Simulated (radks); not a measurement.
Values are calculated unless marked as measured or tabulated.
Problem. Ionisation of the manganese ion Mn+, [Ar] 3d5 4s1, to Mn2+, [Ar] 3d5, under several functionals. Non-relativistic Kohn-Sham, spin-polarised, spherical densities, point nucleus; open shells are filled with parallel spins first; a radial shooting solver on a logarithmic mesh with Libxc functionals. The NIST Atomic Spectra Database gives 15.640 eV (measured). Rank these functionals by the error of their Delta-SCF ionisation energy: HCTH/407; LDA (Slater exchange, Perdew-Zunger correlation); TASK exchange with Perdew-Wang LDA correlation; RPBE; MS2 meta-GGA; PBEsol; OLYP.

Solution. From best to worst: HCTH/407 15.688 eV (+0.048); OLYP 15.581 eV (-0.059); TASK exchange with Perdew-Wang LDA correlation 15.490 eV (-0.150); RPBE 15.968 eV (+0.328); MS2 meta-GGA 15.976 eV (+0.336); PBEsol 16.056 eV (+0.416); LDA (Slater exchange, Perdew-Zunger correlation) 16.316 eV (+0.676). Open shells are spherical and high-spin; term and fine-structure splittings are not resolved.
